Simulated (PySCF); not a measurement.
Cl$_{2}$MoO$_{2}$, charge +1, doublet, geometry from GFN2-xTB (such geometries of metal compounds can be far from the true shape) (the multiplicity is a formal guess) (core potentials on Mo), with bond 5-1 at 1.5 times its length.

Input for PySCF:
```python
from pyscf import gto, scf, dft

mol = gto.M(
    atom='''
Mo    0.28291459   -0.05232677    0.09346190
O     1.48040807   -0.59010544   -0.90696182
O     0.77601742    0.17276583    1.65238045
Cl   -0.45390895    1.80444866   -0.66278406
Cl   -2.10181301   -2.19200006    0.07490848
''',
    basis='def2-svp',
    ecp={'Mo': 'def2-svp'},
    charge=1,
    spin=1,
    verbose=4,
)

mf = dft.UKS(mol)
mf.xc = 'b3lyp'
mf.kernel()
mo_i, mo_e, stable_i, stable_e = mf.stability(internal=True, external=False, return_status=True, nroots=6, tol=1e-6)
print('internally stable:', stable_i, ' externally stable:', stable_e)
if not stable_i:
    umf = mf.copy()
    umf.scf_summary = {}
    umf.kernel(umf.make_rdm1(mo_i, mf.mo_occ))
```

What does this run give for the HOMO energy, Mulliken (on the basis functions themselves) charges in atom order, nuclear repulsion energy, number of basis functions, <S^2>, total energy?


```json
{
  "HOMO energy": "-15.19 eV",
  "Mulliken (on the basis functions themselves) charges in atom order": "Mo1 1.07, O2 -0.19, O3 -0.19, Cl4 0.06, Cl5 0.24",
  "nuclear_repulsion_energy": "299.4230 Eh",
  "number_of_basis_functions": "95",
  "<S^2>": "0.753",
  "total_energy": "-1138.4101 Eh"
}
```

These values belong to the state on which the SCF converged, which isn't shown to be the lowest.
